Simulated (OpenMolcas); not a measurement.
C+, Si+, Ge+, Sn+, Pb+: ns² np down the group

```json
{"Program": "OpenMolcas", "Method": "RASSCF", "Basis": "ANO-RCC-VQZP", "Scalar Hamiltonian": "DKH2, point nucleus", "Spin-orbit coupling": "RASSI with atomic mean-field integrals over the reference wave functions, term energies averaged over their components"}
```

Active space for each ion: 1 electron in 9 orbitals (RAS2 p; RAS3 s d, at most 1 electron).

Computed levels in cm-1 above ²P°_1/2:

| Level | C+ | Si+ | Ge+ | Sn+ | Pb+ |
| --- | --- | --- | --- | --- | --- |
| ²P°_3/2 | 63.3 | 252 | 1576 | 3704 | 11954 |
| weight of ²P° in the lowest level (%) | 100 | 100 | 100 | 100 | 100 |

Measured, with the error of the calculation in %. Measured levels: C+, Si+, Ge+, Sn+, Pb+ from NIST Handbook of Basic Atomic Spectroscopic Data.

```
  Level           C+          Si+           Ge+           Sn+            Pb+
²P°_3/2  63.4 (-0.2)  287 (-12.2)  1767 (-10.8)  4251 (-12.9)  14081 (-15.1)
```

The fine-structure level ²P°_3/2 changes by a factor of 189 from C+ to Pb+.

With one active electron the reference holds no correlation, so core polarisation is missing. Measured partners are found by configuration, term and J. A level has none where our copy of the source lacks it or the pairing is in doubt (some pairs that miss far off the trend of their configuration count as doubtful), and it then counts in no deviation. Only configurations of the active space appear.

° marks odd parity.
